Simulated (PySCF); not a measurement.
Isomers C6H7F3:

A. `InChI=1S/C6H7F3/c1-3-5(2)4-6(7,8)9/h3H,1-2,4H2`
B. SMILES CC(C)C#CC(F)(F)F
C. `InChI=1S/C6H7F3/c1-2-3-4-5-6(7,8)9/h2-4H,1,5H2/b4-3-`

Spectrum 1. 13C{1H} NMR (computed): δ 143.5 (CH), 138.3 (CH), 130.4 (C, q, J = 342.7 Hz), 128.9 (CH2), 127.6 (CH, q, J = 2.6 Hz), 35.8 (CH2, q, J = 32.6 Hz).

Spectrum 2. 13C{1H} NMR (computed): δ 146.0 (CH), 144.4 (C, q, J = 1.9 Hz), 133.1 (CH2), 130.4 (C, q, J = 342.5 Hz), 124.1 (CH2), 38.1 (CH2, q, J = 32.2 Hz).

Spectrum 3. 13C{1H} NMR (computed): δ 119.5 (C, q, J = 322.1 Hz), 98.9 (C, q, J = 5.1 Hz), 74.2 (C, q, J = 56.0 Hz), 23.3 (CH3), 22.0 (CH).

Computational details: σ from GIAO-PBE0/pcSseg-1, PBE0-D3(BJ)/def2-SVP structure, spin–spin couplings from B3LYP/pcJ-1 (spin–dipole term left out of most H,H and C,H couplings), in PySCF 2.14.0 with density-fitted response routines (equivalent nuclei averaged, no solvent model, relativity neglected, one conformer).

δ = σ(ref) − σ, references computed at the same level: 13C vs TMS. One-bond C–F couplings are unscaled and too large by tens of Hz. Shifts are as computed. Against solution values, carbons near 30 ppm lie about +2 ppm off and those near 130 ppm about +5 ppm. Of 1313 compounds with measured shifts, 239 miss one by over three times the rms of a fit or turn the order of signals round; such compounds aren't used in these exercises.

Task: Which spectrum belongs to which compound?

Result: 1–C, 2–A, 3–B.

- Spectrum 1 (C): 6 13C signals; δC 143.5 is an alkene CH; δC 138.3 is an alkene CH.
- Spectrum 2 (A): 6 13C signals; δC 146.0 is an alkene CH; δC 144.4 is a fully substituted alkene carbon.
- Spectrum 3 (B): 5 13C signals; δC 119.5 is a CF3 carbon; δC 98.9 is an alkyne carbon.
